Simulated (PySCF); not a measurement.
Be(Br)(SH) (BeBrHS), SMILES [Br][Be][SH]. Coordinates come from a PBE0-D3(BJ)/def2-TZVP optimisation. The values are those of a single conformer.

Method: PBE0-D3(BJ)/def2-TZVP run with PySCF 2.14.0.

Harmonic wavenumbers (cm⁻¹): 189, 220, 307, 635, 1021, 2696. Rotational constants (GHz): 285.6, 1.429, 1.422; symmetry number 1.

Task: Work out the zero-point energy and the ideal-gas rigid-rotor harmonic-oscillator thermochemistry at 298.15 K and 1 atm.

Result: ZPE = ½ Σ hcν = ½ × 5066 cm⁻¹ = 7.24 kcal/mol. H − E(el) = 10.68 kcal/mol. Entropy in cal/(mol K): translation 40.31, rotation 23.83, vibration 6.06, total 70.20. G − E(el) = -10.25 kcal/mol. Cp = 14.59 cal/(mol K).
